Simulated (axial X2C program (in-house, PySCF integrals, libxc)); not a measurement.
**LiCa⁺: cheaper levels and CCSD(T), with spin–orbit coupling**

Calculated with an in-house all-electron X2C program for linear molecules (integrals from PySCF). Two-component (2c) means X2C with spin–orbit coupling and atomic mean-field two-electron Coulomb and Gaunt terms. Basis: Ca dyall-cv3z [11s12p6d4f], Li dyall-cv3z [7s8p2d] (cores contracted in-house); Gaussian nuclei, density fitting, unrestricted open shells. Masses: Ca 39.963 u, Li 7.016 u.

State: Ω = 0 (closed shell); fragments Ca + Li+ for PBE0, MP2, CCSD, LDA, CCSD(T); Ca+ + Li for HF.

| level | Re (Å) | ωe (cm⁻¹) | De (eV) |
| --- | --- | --- | --- |
| PBE0 | 3.245 | 250.7 | 1.34 |
| HF | 3.347 | 239.7 | 0.989 |
| MP2 | 3.284 | 240.2 | 1.10 |
| CCSD | 3.291 | 242.0 | 1.19 |
| LDA | 3.208 | 247.7 | 1.29 |

Correlated methods: 10 electrons correlated (number of frozen shells: Ca 2 s, 1 p; Li 1 s), 226 virtual spin orbitals or spinors in MP2, 90 natural virtuals in coupled cluster.

CCSD(T), same Hamiltonian and basis:

Re = 3.292 Å, ωe = 240.5 cm⁻¹, De = 1.19 eV; T1 = 0.020 (Lee–Taylor normalisation).

Task: Give the differences from CCSD(T) in the columns below.

Result: 

| level | ΔRe (Å) | Δωe (cm⁻¹) | ΔDe (eV) |
| --- | --- | --- | --- |
| PBE0 | -0.047 | 10.2 | 0.15 |
| HF | 0.055 | -0.8 | n/a |
| MP2 | -0.008 | -0.3 | -0.09 |
| CCSD | -0.001 | 1.5 | 0.00 |
| LDA | -0.084 | 7.2 | 0.10 |

The state is a single determinant with fixed occupations, the lowest that a limited PBE0 search found. The closed shell is kept restricted, so the energy runs too high when the bond is stretched far. De is counted from the lowest determinant-based energies of the atoms at the same level, without counterpoise correction. CCSD and (T) use frozen natural virtuals with an MP2 correction for the truncation; (T) itself is uncorrected, so its De runs slightly low.
